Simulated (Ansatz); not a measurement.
Reaction (ligand exchange at a Ge–C bond): `[CH3][AlH][CH2][GeH3]` + `N=C1O[SiH2]1` → `[GeH3]/[N]=C1\O[SiH2]1` + `[CH3][AlH][CH3]`

Computed with Ansatz on PBE0-D4/def2-TZVP structures; ΔE is electronic, products minus reactants. CCSD(T)/CBS is the MP2 limit (def2-TZVPP, def2-QZVPP) plus CCSD(T) − MP2 in def2-TZVPP, frozen cores. DFT in def2-TZVPP. B3LYP here is the variant with VWN-RPA as its local correlation; programs differ in this. For Ge outer-core shells are correlated without core-valence functions, which leaves a few kJ/mol of doubt a bond. Scalar relativity is left out up to krypton. One conformer a species, not always the lowest.

`[CH3][AlH][CH2][GeH3]`:

Cartesian coordinates in Å:
```
C 1.987 1.213 0.003
Al 0.798 0.033 -0.999
C -1.118 0.001 -0.642
Ge -1.573 -1.076 0.928
H 2.618 1.805 -0.668
H 1.453 1.902 0.662
H 2.672 0.624 0.624
H 1.395 -0.962 -2.089
H -1.676 -0.411 -1.487
H -1.496 1.009 -0.442
H -0.914 -0.480 2.188
H -3.095 -1.139 1.159
H -1.051 -2.518 0.762
```

`N=C1O[SiH2]1`:

Cartesian coordinates in Å:
```
N 1.163 1.562 0.086
C 0.517 0.502 -0.020
O 0.953 -0.700 -0.533
Si -0.666 -0.862 -0.039
H 0.593 2.293 0.500
H -1.656 -1.056 -1.120
H -0.904 -1.740 1.126
```

`[GeH3]/[N]=C1\O[SiH2]1`:

```xyz
10

Ge    0.512   -0.964    1.789
N    -0.722    0.099    0.876
C    -0.514    0.414   -0.302
O     0.531    0.132   -1.195
Si   -0.641    1.103   -1.961
H     0.668   -2.321    1.082
H    -0.073   -1.159    3.192
H     1.869   -0.245    1.871
H    -0.222    2.480   -2.301
H    -1.407    0.460   -3.050
```

`[CH3][AlH][CH3]`:

Cartesian coordinates in Å:
```
C 0.733 -0.704 1.396
Al 0.603 0.050 -0.402
C -1.105 0.674 -1.117
H 0.322 -0.016 2.143
H 1.756 -0.949 1.691
H 0.138 -1.621 1.470
H 1.899 0.154 -1.325
H -1.926 0.614 -0.399
H -1.032 1.712 -1.460
H -1.390 0.086 -1.998
```

Problem. Is it downhill or uphill in electronic energy at CCSD(T)/CBS, and by how much? (Best estimate.)

Solution. Ansatz gave: Downhill: ΔE = -12.7 kJ/mol.

Problem. What do these levels give: PBE0-D4, ωB97X-V, B2PLYP, B3LYP, SCS-MP2/def2-TZVPP, CCSD/def2-TZVPP, CCSD(T)/def2-TZVPP, HF/def2-QZVPP, MP2/def2-QZVPP, SCS-MP2/def2-QZVPP, HF/CBS(def2), MP2/CBS(def2)? (Estimate.)

Solution. Computed: PBE0-D4 -11.0, ωB97X-V -15.8, B2PLYP -20.4, B3LYP -19.4, SCS-MP2/def2-TZVPP -20.0, CCSD/def2-TZVPP -14.2, CCSD(T)/def2-TZVPP -14.8, HF/def2-QZVPP -21.6, MP2/def2-QZVPP -17.2, SCS-MP2/def2-QZVPP -18.8, HF/CBS(def2) -21.6, MP2/CBS(def2) -16.3 kJ/mol.

Largest T1 diagnostic among the species: 0.017.

In def2-TZVPP, CCSD(T) changes the Hartree–Fock value by +7.0 kJ/mol (the triples alone add −0.6 kJ/mol) and MP2 by +3.3 kJ/mol.
